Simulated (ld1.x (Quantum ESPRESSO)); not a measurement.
# Before and after: TM semilocal potential for Ti

| Property | Result |
| --- | --- |
| Element | Ti |
| Generator | ld1.x (Quantum ESPRESSO) 7.5 |
| Type | norm-conserving Troullier–Martins (semilocal form) |
| Functional | PBE |
| Relativity | scalar-relativistic |
| Frozen core | [Ar] |
| Valence charge | 4 |
| Reference configuration | 3d2 4s1 4p0 (charge +1) |
| Partial waves | 4p (bound, empty): rc 3.05 bohr; 3d (bound): rc 2.20 bohr; 4s (bound): rc 2.30 bohr |
| Local potential | the s channel |
| Core correction | none |

All-electron outer shells of the reference configuration (PBE, scalar-relativistic, ld1.x):

```csv
shell,level (eV),outermost node (bohr),outermost maximum (bohr)
3p,-46.15,0.37,0.90
3d,-11.37,–,0.98
4s,-10.35,1.24,2.74
4p,-6.61,1.37,3.35
```

Change: wave 3d (bound): rc 2.20 bohr becomes 3d (bound): rc 2.06 bohr.

Cutoffs: the cutoffs (Ry, on a coarse ladder) from which the occupation-weighted sum of valence levels, in a spherical-Bessel basis at the reference potential, stays within 10 and 1 mRy of its value at 400 Ry; they do not see the model core or the augmentation charge, which bear on the density cutoff. Errors are all-electron minus pseudo energies relative to the spin-unpolarised reference configuration.

**Question.** What does the change do?

**Answer.** The potential gets harder (45 Ry and 55 Ry → 50 Ry and 60 Ry); the errors of the 7 common tests hardly move; neither file shows a bound ghost. A smaller radius makes the pseudo-wave follow the all-electron one further in, where it bends more sharply, so more plane waves are needed. A semilocal file is local in each channel, so a ghost entry of none says nothing of the separable form that plane-wave codes build from it.

| quantity | base | changed |
| --- | --- | --- |
| cutoff, loose | 45 Ry | 50 Ry |
| cutoff, tight | 55 Ry | 60 Ry |
| loose cutoff by channel (10 mRy a level) | d 40 Ry, s 6 Ry | d 45 Ry, s 6 Ry |
| bound ghosts | none | none |
| error for 3d2 4s2 4p0, meV [ΔE -7.35 eV] | +25 | +25 |
| error for 3d2 4s0 4p0, meV [ΔE 13.57 eV] | +157 | +159 |
| error for 3d1 4s0 4p0, meV [ΔE 40.52 eV] | +414 | +392 |
| error for 3d2 4s0 4p2, meV [ΔE -1.06 eV] | +12 | +12 |
| error for 3d2.5 4s1.5 4p0, meV [ΔE -6.99 eV] | +4.6 | +5.0 |
| error for 3d2 4s1.5 4p0, meV [ΔE -4.41 eV] | +10 | +10 |
| error for 3d2 4s1 4p1, meV [ΔE -4.27 eV] | +8.3 | +8.2 |
| s: phases at 3.29 bohr within 0.05 rad from the reference energy up to (Ry; the scan ends near 5) | 1.0 | 1.0 |
| p: phases at 3.29 bohr within 0.05 rad from the reference energy up to (Ry; the scan ends near 5) | 1.5 | 1.5 |
| d: phases at 3.29 bohr within 0.05 rad from the reference energy up to (Ry; the scan ends near 5) | 0.1 | 0.1 |
